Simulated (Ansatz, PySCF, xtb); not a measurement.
CH4O (SMILES CO) and HBr (SMILES Br) are pulled apart as rigid monomers along the line of their centres of mass, from the B3LYP-D3(BJ)/def2-TZVP minimum. Starting geometry (charge 0, multiplicity 1):
```xyz
8

C      0.561    -0.278    -0.170
O     -0.532    -0.253     0.755
H      0.200    -0.232    -1.200
H      1.076    -1.223    -0.016
H      1.261     0.541     0.013
H     -1.010     0.578     0.662
Br     0.824    -0.408     3.682
H      0.132    -0.374     2.399
```

Interaction energies with rigid monomers; basis-set methods are counterpoise corrected unless marked otherwise.

Correlated levels freeze the cores. Filled d and f shells under p-block atoms count as core. Rows in 6-31G* carry no dispersion term and start afresh at each structure (6-31G* with six Cartesian d functions); the Pople sets are all-electron and without relativity.

The values were computed with Ansatz (Gaussian orbitals); PySCF for 6-31G* rows, the dispersion terms; xtb for the GFN methods. 

```tsv
O2···H8 (Å)	GFN-FF (kcal/mol)	r2SCAN-D3(BJ)/def2-TZVPPD (kcal/mol)	B3LYP/6-31G* (kcal/mol)	wB97M-V/def2-TZVPPD (kcal/mol)	SCS-MP2/aug-cc-pVDZ (kcal/mol)
1.60	0.67	-7.15	-5.52	-5.20	-3.00
1.78	-2.45	-7.32	-6.53	-5.98	-4.48
2.04	-3.61	-6.24	-5.88	-5.53	-4.70
2.48	-2.73	-3.98	-3.69	-3.75	-3.48
3.19	-1.15	-1.81	[?]	-1.77	[?]
```

Question: Fill in the missing entries.

Answer: 
- 3.19, B3LYP/6-31G* (kcal/mol): -1.57
- 3.19, SCS-MP2/aug-cc-pVDZ (kcal/mol): -1.73

Ansatz is a quantum-chemistry and plane-wave program.
